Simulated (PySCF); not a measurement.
Polarisability and C₆ of Br (bromine, neutral)

[Ar] 3d10 4s2 4p5, 2P determinant. All numbers are calculated (PySCF 2.14, the spin-free X2C one-electron Hamiltonian (Gaussian nucleus), in x2c-TZVPPall with one added diffuse shell each of s, p, d type (7s6p5d1f, 57 functions)). Coupled (time-dependent) response in atomic units; α is the mean over directions.

```
 method  mean α (bohr³)         α xx, yy, zz  C₆ (like pair)  S(−4)
    UHF           20.17  18.35, 21.07, 21.07           160.8  86.44
    PBE           22.11  19.79, 23.27, 23.27           179.8  112.8
   PBE0           21.21  19.11, 22.27, 22.27           170.7  100.6
wB97X-V           21.05  19.05, 22.05, 22.05           169.1  98.27
```

S(−4) is the Cauchy moment in α(ω) = α(0) + S(−4) ω² + …

Reference α: 21 ± 1 bohr³ (recommended; Schwerdtfeger and Nagle, table of static dipole polarizabilities (2023 update)). Published C₆: 162.0 (Chu and Dalgarno (2004); Tang, Norbeck and Certain (1976)).

Spin-orbit coupling is absent.

α(iu) at UHF:

| u (hartree) | α(iu) (bohr³) |
| --- | --- |
| 0 | 20.17 |
| 0.0500 | 19.95 |
| 0.100 | 19.35 |
| 0.200 | 17.31 |
| 0.300 | 14.84 |
| 0.500 | 10.46 |
| 0.750 | 6.865 |
| 1.00 | 4.739 |
| 1.50 | 2.591 |
| 2.00 | 1.622 |
| 3.00 | 0.8120 |
| 5.00 | 0.3313 |

A single London oscillator, α(iu) = α/(1 + u²/ω²), gives C₆ = (3/4) ω α². Matching the computed C₆ needs ω = 4 × 160.8 / (3 × 20.17²) = 0.527 hartree.

The components differ because the open shell of this determinant is not spherical; for a pure term their mean is the scalar polarisability.
